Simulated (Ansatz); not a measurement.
Geometry optimisation of `[SiH3][N]([GeH3])c1ccccc1`.

```yaml
crystal:
  periodic: [false, false, false]
  atoms:
    - {symbol: Si, position_ang: [-1.210980, -1.445438, 1.860745]}
    - {symbol: N, position_ang: [-0.906598, -0.005713, 0.868820]}
    - {symbol: Ge, position_ang: [-1.929253, 1.557980, 1.117523]}
    - {symbol: C, position_ang: [0.112434, -0.013589, -0.105774]}
    - {symbol: C, position_ang: [1.046603, -1.078760, -0.175289]}
    - {symbol: C, position_ang: [2.056066, -1.096160, -1.145285]}
    - {symbol: C, position_ang: [2.175975, -0.052799, -2.075876]}
    - {symbol: C, position_ang: [1.261164, 1.009300, -2.018974]}
    - {symbol: C, position_ang: [0.245584, 1.030910, -1.054818]}
    - {symbol: H, position_ang: [-0.068447, -1.760242, 2.792423]}
    - {symbol: H, position_ang: [-2.435840, -1.151892, 2.674603]}
    - {symbol: H, position_ang: [-1.447201, -2.652816, 0.993505]}
    - {symbol: H, position_ang: [-2.814075, 1.286352, 2.354125]}
    - {symbol: H, position_ang: [-0.966560, 2.749976, 1.357858]}
    - {symbol: H, position_ang: [-2.808494, 1.834025, -0.132689]}
    - {symbol: H, position_ang: [0.995055, -1.906022, 0.549698]}
    - {symbol: H, position_ang: [2.763564, -1.939390, -1.165347]}
    - {symbol: H, position_ang: [2.971506, -0.067493, -2.835112]}
    - {symbol: H, position_ang: [1.331103, 1.838382, -2.740016]}
    - {symbol: H, position_ang: [-0.463304, 1.872688, -1.054020]}
basis:
  gaussian: {orbitals: def2-TZVP}
hamiltonian: {xc: pbe0, dispersion: d4}
relax: {f_tol: 0.005, max_steps: 150}
```

```sh
$ ansatz run in.yaml --threads 4 --pin off --events-out ev --progress --plain --max-ram 46080MiB --backend cuda --devices 0, --max-vram 37GiB
```

Shortened log:

```
Functional definition: PBE0
mean field -72270.55389207 eV, -2655.8938687927 hartree, gradient 3.8e-5 eV, S^2 0.000000; 0 other end points of the search recorded, 0 dependent functions left out
relax step   1: F+E_penalty+E_count = -72271.12420843 eV  Δ(F+E_penalty+E_count) = +0.000e0 eV  max|allowed force component| = 4.406e-1 eV/Å  Δτ_max = 0.0000 Å  (33 SCF iters, accepted)
mean field -72270.64808559 eV, -2655.8973303407 hartree, gradient 2.1e-5 eV, S^2 0.000000; 0 other end points of the search recorded, 0 dependent functions left out
relax step   2: F+E_penalty+E_count = -72271.22428919 eV  Δ(F+E_penalty+E_count) = -1.001e-1 eV  max|allowed force component| = 3.232e-1 eV/Å  Δτ_max = 0.0403 Å  (34 SCF iters, accepted)
mean field -72270.65570476 eV, -2655.8976103400 hartree, gradient 2.0e-5 eV, S^2 0.000000; 0 other end points of the search recorded, 0 dependent functions left out
relax step   3: F+E_penalty+E_count = -72271.23417535 eV  Δ(F+E_penalty+E_count) = -9.886e-3 eV  max|allowed force component| = 7.707e-2 eV/Å  Δτ_max = 0.0153 Å  (34 SCF iters, accepted)
mean field -72270.65580166 eV, -2655.8976139011 hartree, gradient 2.1e-5 eV, S^2 0.000000; 0 other end points of the search recorded, 0 dependent functions left out
relax step   4: F+E_penalty+E_count = -72271.23438651 eV  Δ(F+E_penalty+E_count) = -2.112e-4 eV  max|allowed force component| = 2.384e-2 eV/Å  Δτ_max = 0.0037 Å  (34 SCF iters, accepted)
mean field -72270.65598901 eV, -2655.8976207861 hartree, gradient 2.1e-5 eV, S^2 0.000000; 0 other end points of the search recorded, 0 dependent functions left out
relax step   5: F+E_penalty+E_count = -72271.23453419 eV  Δ(F+E_penalty+E_count) = -1.477e-4 eV  max|allowed force component| = 6.536e-3 eV/Å  Δτ_max = 0.0167 Å  (33 SCF iters, accepted)
mean field -72270.65622063 eV, -2655.8976292980 hartree, gradient 2.1e-5 eV, S^2 0.000000; 0 other end points of the search recorded, 0 dependent functions left out
relax step   6: F+E_penalty+E_count = -72271.23473578 eV  Δ(F+E_penalty+E_count) = -2.016e-4 eV  max|allowed force component| = 3.355e-2 eV/Å  Δτ_max = 0.0349 Å  (33 SCF iters, accepted)
mean field -72270.65652897 eV, -2655.8976406291 hartree, gradient 1.9e-5 eV, S^2 0.000000; 0 other end points of the search recorded, 0 dependent functions left out
relax step   7: F+E_penalty+E_count = -72271.23498788 eV  Δ(F+E_penalty+E_count) = -2.521e-4 eV  max|allowed force component| = 5.011e-2 eV/Å  Δτ_max = 0.0499 Å  (32 SCF iters, accepted)
mean field -72270.65685060 eV, -2655.8976524489 hartree, gradient 1.8e-5 eV, S^2 0.000000; 0 other end points of the search recorded, 0 dependent functions left out
relax step   8: F+E_penalty+E_count = -72271.23526434 eV  Δ(F+E_penalty+E_count) = -2.765e-4 eV  max|allowed force component| = 3.317e-2 eV/Å  Δτ_max = 0.0444 Å  (32 SCF iters, accepted)
mean field -72270.65714024 eV, -2655.8976630928 hartree, gradient 1.9e-5 eV, S^2 0.000000; 0 other end points of the search recorded, 0 dependent functions left out
relax step   9: F+E_penalty+E_count = -72271.23554036 eV  Δ(F+E_penalty+E_count) = -2.760e-4 eV  max|allowed force component| = 2.543e-2 eV/Å  Δτ_max = 0.0351 Å  (32 SCF iters, accepted)
mean field -72270.65726629 eV, -2655.8976677254 hartree, gradient 2.1e-5 eV, S^2 0.000000; 0 other end points of the search recorded, 0 dependent functions left out
relax step  10: F+E_penalty+E_count = -72271.23571711 eV  Δ(F+E_penalty+E_count) = -1.768e-4 eV  max|allowed force component| = 2.188e-2 eV/Å  Δτ_max = 0.0234 Å  (33 SCF iters, accepted)
mean field -72270.65732439 eV, -2655.8976698603 hartree, gradient 2.1e-5 eV, S^2 0.000000; 0 other end points of the search recorded, 0 dependent functions left out
relax step  11: F+E_penalty+E_count = -72271.23583993 eV  Δ(F+E_penalty+E_count) = -1.228e-4 eV  max|allowed force component| = 2.032e-2 eV/Å  Δτ_max = 0.0100 Å  (34 SCF iters, accepted)
mean field -72270.65730338 eV, -2655.8976690881 hartree, gradient 2.1e-5 eV, S^2 0.000000; 0 other end points of the search recorded, 0 dependent functions left out
relax step  12: F+E_penalty+E_count = -72271.23587725 eV  Δ(F+E_penalty+E_count) = -3.732e-5 eV  max|allowed force component| = 1.036e-2 eV/Å  Δτ_max = 0.0105 Å  (33 SCF iters, accepted)
mean field -72270.65730211 eV, -2655.8976690416 hartree, gradient 2.1e-5 eV, S^2 0.000000; 0 other end points of the search recorded, 0 dependent functions left out
relax step  13: F+E_penalty+E_count = -72271.23588899 eV  Δ(F+E_penalty+E_count) = -1.174e-5 eV  max|allowed force component| = 3.406e-3 eV/Å  Δτ_max = 0.0036 Å  (34 SCF iters, accepted)
mean field -72270.65730211 eV, -2655.8976690416 hartree, gradient 2.1e-5 eV, S^2 0.000000; 1 other end points of the search recorded, 0 dependent functions left out
Total energy: -72271.23593267 eV, -2655.9189333224 hartree
Atom 0 at    -1.259841    -1.452749     1.760541 Å, force     0.000487     0.003355    -0.001588 eV/Å
Atom 1 at    -0.905625    -0.011693     0.856966 Å, force    -0.001477     0.000747     0.000658 eV/Å
Atom 2 at    -1.838107     1.565370     1.174961 Å, force     0.000825    -0.003406     0.000607 eV/Å
Atom 3 at     0.110321    -0.015718    -0.107499 Å, force     0.002520     0.001051     0.000256 eV/Å
Atom 4 at     1.085141    -1.019190    -0.114949 Å, force    -0.000104    -0.001064    -0.000445 eV/Å
Atom 5 at     2.084017    -1.036744    -1.072468 Å, force    -0.000509    -0.000939     0.000032 eV/Å
Atom 6 at     2.150031    -0.051695    -2.045820 Å, force     0.000755    -0.000029     0.000611 eV/Å
Atom 7 at     1.193213     0.951007    -2.046144 Å, force    -0.000859    -0.000037    -0.001365 eV/Å
Atom 8 at     0.186276     0.969528    -1.096397 Å, force    -0.002278    -0.000861     0.001531 eV/Å
Atom 9 at    -0.204613    -1.793395     2.755662 Å, force     0.000626    -0.000737    -0.000389 eV/Å
Atom 10 at    -2.527948    -1.200803     2.486806 Å, force    -0.000986     0.000015     0.000225 eV/Å
Atom 11 at    -1.414120    -2.613059     0.844792 Å, force     0.000453    -0.000344     0.000032 eV/Å
Atom 12 at    -2.629855     1.338603     2.466506 Å, force    -0.000242     0.000038     0.001006 eV/Å
Atom 13 at    -0.820231     2.705324     1.326668 Å, force     0.000502     0.000624    -0.000095 eV/Å
Atom 14 at    -2.796038     1.874565     0.010183 Å, force    -0.000723     0.000599    -0.001260 eV/Å
Atom 15 at     1.076616    -1.789303     0.649549 Å, force     0.000051    -0.000754     0.001015 eV/Å
Atom 16 at     2.824027    -1.828762    -1.048811 Å, force     0.001214    -0.000780     0.000237 eV/Å
Atom 17 at     2.935060    -0.065162    -2.791845 Å, force     0.000130    -0.000052    -0.000161 eV/Å
Atom 18 at     1.221723     1.729647    -2.800098 Å, force     0.000328     0.001057    -0.000291 eV/Å
Atom 19 at    -0.561744     1.753529    -1.142505 Å, force    -0.000714     0.001515    -0.000617 eV/Å
Dipole moment:    -0.073707     0.122719     0.033457 e Å
```

It took 23 s on 4 threads of an AMD EPYC 7R13 on a shared host and a share of an NVIDIA H100 80 GB, with 1.1 GiB of host memory at the peak.
